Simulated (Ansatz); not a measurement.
Relative stability

The two ends of one reaction step of BH$_{3}$Cl$_{3}$OF, singlet (PBE0-D4/def2-TZVP).

A:

B1  (-0.634, 0.346, -0.719)
Cl2  (1.132, 0.292, -1.350)
Cl3  (-1.761, -0.497, -1.848)
Cl4  (-1.101, 1.996, -0.194)
H5  (0.170, -0.396, 1.140)
O6  (-0.644, -0.549, 0.589)
H7  (1.852, 0.266, 0.563)
F8  (1.695, 0.026, 1.472)
H9  (-0.710, -1.484, 0.347)
(Å)

B:

B1  (-1.308, 0.230, -0.444)
Cl2  (2.102, 0.207, -1.341)
Cl3  (-1.998, -0.401, -1.920)
Cl4  (-1.295, 1.930, -0.099)
H5  (0.553, -0.149, 1.429)
O6  (-0.792, -0.615, 0.489)
H7  (2.124, 0.259, -0.049)
F8  (1.419, 0.077, 1.720)
H9  (-0.805, -1.539, 0.216)
(Å)

Computed with Ansatz 0.2.0 (basis: def2-TZVPP); correlated methods freeze the cores. B3LYP uses VWN-RPA correlation.

Q: Which structure is lower at CCSD(T), and by how much? (Judge from chemistry; the value comes from the calculation.)

A: By the calculation: B, by 5.77 kcal/mol (electronic energy, against the other). By their contacts, A is a complex of BH₂Cl₃O ([OH2][B]([Cl])([Cl])[Cl]) + HF and B is a complex of BHCl₂O ([OH][B]([Cl])[Cl]) + HCl + HF.

Q: Do the other methods give the same order? (A judgement: the text doesn't fix the answer.)

A: By the calculation: Not all: SPW92 gives the other order.

```
      method  E(B) − E(A) (kcal/mol)
       SPW92                    4.67
      PBE-D4                   -3.17
     BLYP-D4                   -7.96
   r2SCAN-D4                   -3.74
      B97M-V                   -6.51
     PBE0-D4                   -2.72
    B3LYP-D4                   -7.30
  r2SCAN0-D4                   -3.26
    BHLYP-D4                   -7.23
CAM-B3LYP-D4                   -6.41
     wB97X-V                   -4.25
     wB97M-V                   -3.86
      B2PLYP                   -7.21
    PBE-QIDH                   -2.51
  RPA on PBE                   -6.91
          HF                  -14.75
         MP2                   -3.45
        CCSD                   -7.21
     CCSD(T)                   -5.77
```

No T1 diagnostic of these runs exceeds 0.011.

Labels in which every atom is bracketed show which atoms are joined, not bond orders.

For scale, one of the runs: CCSD(T)/def2-TZVPP, 261 basis functions, launched by `ansatz run in.yaml --threads 8 --pin off --events-out ev --progress --plain --max-ram 19148MiB`. Hardware: 8 CPU threads of an Arm Neoverse V2, shared host. Wall time 2.7 min; peak host memory 6.2 GiB.
